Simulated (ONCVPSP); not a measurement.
## Pseudopotential generation for Cu (Z = 29): ONCV, PBEsol, fully relativistic.

```json
{"Element": "copper", "Generator": "ONCVPSP 4.0.1", "Type": "optimised norm-conserving Vanderbilt (ONCV)", "Functional": "PBEsol", "Relativity": "fully relativistic", "Frozen core": "[Ne]", "Valence charge": "19", "Reference configuration": "3s2 3p6 3d10 4s1", "Partial waves": "3s+4s: rc 1.30 bohr, ncon 5, nbas 8, qcut 9.1 1/bohr, 2 projectors; 3p: rc 0.80 bohr, ncon 4, nbas 8, qcut 11.7 1/bohr, 2 projectors, debl 3.9 Ha; 3d: rc 1.50 bohr, ncon 4, nbas 8, qcut 11.8 1/bohr, 1 projector", "Local potential": "polynomial inside 0.75 bohr (lpopt 5, dvloc0 6 Ha)", "Core correction": "polynomial model core, fcfact 0.35"}
```

Open shells are filled in proportion to 2j + 1.

Q: Estimate the cutoffs (Ha) at which the residual kinetic energy of the hardest occupied pseudo-wave falls to 1 and 0.1 mHa per electron.

A: 50 Ha and 177 Ha.

Q: Does the potential have ghost states?

A: No bound ghost flagged; no localised positive-energy state flagged.

Its largest configuration-test error is -11 meV (3s2 3p6 3d9 4s0). 1 of 4 tests not solved or not reliable.
